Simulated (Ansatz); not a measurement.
Consider the homolysis of the C–Si bond: `F[SiH2]CBr` → `[CH2]Br`• + `F[SiH2]`•.

Program: Ansatz. Geometries: PBE0-D4/def2-TZVP. ΔE: electronic, gas phase. CCSD(T)/CBS adds triple-zeta CCSD(T) − MP2 to the extrapolated MP2 energy (def2 sets, frozen cores). This one scheme is used for every species. Functionals use def2-TZVPP. HSE06 is defined as in plane-wave codes. Open shells (•) are unrestricted, without spin–orbit coupling. For Br outer-core shells are correlated without core-valence functions, which leaves a few kJ/mol of doubt a bond. Scalar relativity is left out up to krypton. Each species was taken in one conformer, which may not be the lowest.

(1) What is ΔE at CCSD(T)/CBS? (An estimate is asked.)

(2) What do these levels give: HSE06-D4, CAM-B3LYP-D4, BLYP, PBE0, HSE06, BHLYP? (Best estimate.)

Largest T1 diagnostic among the species: 0.014.

Results:

(1) The calculation gave: +392.7 kJ/mol.

(2) Ansatz gave: HSE06-D4 370.5, CAM-B3LYP-D4 371.6, BLYP 338.7, PBE0 363.2, HSE06 363.7, BHLYP 358.2 kJ/mol.

Leaving LDA and LC-ωPBE aside and taking each functional with its dispersion term where it has one, the values, not all of them listed here, spread over 36.6 kJ/mol, from r2SCAN-D4 to ωB97M-V. LDA lies +57.7 kJ/mol from PBE without D4, its usual overbinding. From PBE to PBE0 (25 % exact exchange), in def2-TZVPP and without D4, ΔE moves by +6.0 kJ/mol. The D4 term adds +13.6 kJ/mol with B3LYP and +7.2 kJ/mol with PBE0; it sums over pairs of atoms, weighted by their polarisabilities, and B3LYP, whose exchange is more repulsive, gets the larger term.

B3LYP here is the variant with VWN-RPA as its local correlation; programs differ in this.
